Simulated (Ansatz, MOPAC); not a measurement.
Diatomic CdB, multiplicity 2 (lowest of 2S+1 = 2, 4 at CCSD(T)/def2-TZVPP on PBE0 minima; our sources give no spin for the ground state, which may be another). No spin–orbit coupling. The T1 diagnostic near the minimum is 0.057, so single-reference values are doubtful.

Seven points along R, fitted to fifth degree in 1/R; most abundant isotopes. Runs in def2 and cc sets follow the lowest solution found near the PBE0 minimum.

Run with Ansatz (an electronic-structure program) with Gaussian orbitals; MOPAC for PM3 (differences of heats of formation).  In def2 rows elements past Kr take small-core potentials, without spin–orbit coupling.

| level | r_e (Å) | ω_e (cm⁻¹) | B_e (cm⁻¹) | α_e (cm⁻¹) | dipole (D) |
|---|---|---|---|---|---|
| PM3 | 2.376 | 311 | 0.297 | 0.0025 | - |
| PBE/def2-TZVPP | 2.373 | 297 | 0.298 | 0.0048 | 1.87 |
| r2SCAN/def2-TZVPP | 2.362 | 302 | 0.301 | 0.0050 | 1.76 |
| B97M-V/def2-TZVPP | 2.435 | 263 | 0.283 | 0.0058 | 1.74 |
| B3LYP/def2-TZVPP | 2.487 | 226 | 0.271 | 0.0064 | 1.68 |
| PBE0/def2-TZVPP | 2.424 | 267 | 0.286 | 0.0054 | 1.92 |
| CAM-B3LYP/def2-TZVPP | 2.523 | 196 | 0.264 | 0.0077 | 1.58 |
| wB97X-V/def2-TZVPP | 2.551 | 183 | 0.258 | 0.0080 | 1.65 |
| wB97M-V/def2-TZVPP | 2.515 | 198 | 0.266 | 0.0080 | 1.66 |

The state that PM3 reach isn't checked.
